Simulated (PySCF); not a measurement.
Dipole polarisabilities along group 14

Calculated with PySCF 2.14 for the ground configurations, without spin-orbit coupling: coupled response for Hartree-Fock and DFT, finite fields for MP2 and CCSD(T), with C 1s2; Si [Ne]; Ge 3s2 3p6 3d10; Sn 4s2 4p6 4d10; Pb 5s2 5p6 5d10 frozen. Mean α in bohr³, C₆ of like pairs in atomic units.

```
                                                                                                     species  α UHF  α PBE  α PBE0  α MP2  α CCSD(T)  α recommended (Schwerdtfeger and Nagle)  C₆ UHF  C₆ PBE  C₆ PBE0
         C [He] 2s2 2p2 (aug-cc-pVTZ with one added diffuse shell each of s, p, d, f type, non-relativistic)  11.96  13.57   12.72  11.54      11.78                               11.3 ± 0.4   46.39   55.00    50.89
    Si [Ne] 3s2 3p2 (aug-cc-pV(T+d)Z with one added diffuse shell each of s, p, d, f type, non-relativistic)  38.58  41.87   39.93  38.02      37.58                               37.3 ± 0.7   318.0   344.5    327.3
  Ge [Ar] 3d10 4s2 4p2 (aug-cc-pVTZ-PP with one added diffuse shell each of s, d, f type with ECP10MDF, ECP)  41.33  46.56   43.61  41.13      41.04                                   40 ± 1   361.2   404.9    377.8
     Sn [Kr] 4d10 5s2 5p2 (aug-cc-pVTZ-PP with one added diffuse shell each of d, f type with ECP28MDF, ECP)  57.21  62.24   58.80  57.02      56.98                                   53 ± 6   627.3   671.8    633.8
Pb [Xe] 4f14 5d10 6s2 6p2 (aug-cc-pVTZ-PP with one added diffuse shell each of d, f type with ECP60MDF, ECP)  62.93  70.01   65.49  63.06      63.27                                   47 ± 3   735.4   808.5    754.4
```

Hartree-Fock lacks correlation. PBE lies above the recommended values here, as self-interaction makes its density too diffuse. MP2 and CCSD(T) carry the error of the frozen core. All values carry a basis error, and heavy open shells lack spin-orbit coupling.
